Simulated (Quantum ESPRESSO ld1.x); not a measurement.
Numerical settings for the caesium ion Cs24+, [Ar] 3d10 4s2 4p1. Method: Dirac Kohn-Sham, PBE, spin-unpolarised, spherical densities, point nucleus; open shells fill j = l - 1/2 first; computed with ld1.x of Quantum ESPRESSO 7.5. With the defaults (dx = 0.008, xmin = -8.0, rmax = 100, beta = 0.2, tr2 = 1e-14) the mesh has 2077 points, the cycle takes 19 iterations, E = -7522.071101 hartree and the 4p1/2 eigenvalue is -28.4571 hartree. The mesh is r = exp(xmin + i dx)/Z up to rmax; beta is the mixing and tr2 the threshold. One setting is changed at a time.

| change | mesh points | iterations | change of E (mhartree) | change of e(4p1/2) (mhartree) |
|---|---|---|---|---|
| dx = 0.02 | 831 | 19 | -9.049 | +0.205 |
| dx = 0.08 | 209 | 21 | -175.649 | +2.993 |
| xmin = -5 | 1703 | 19 | -10.122 | +0.002 |
| xmin = -9 | 2203 | 31 | 0.000 | 0.000 |
| rmax = 30 | 1927 | 19 | 0.000 | 0.000 |
| rmax = 150 | 2129 | 19 | 0.000 | 0.000 |
| beta = 0.05 | 2077 | 147 | -0.002 | 0.000 |
| beta = 0.5 | 2077 | 15 | -0.002 | 0.000 |
| tr2 = 1e-06 | 2077 | 10 | -19.502 | -0.273 |
| tr2 = 1e-10 | 2077 | 14 | +0.021 | +0.001 |
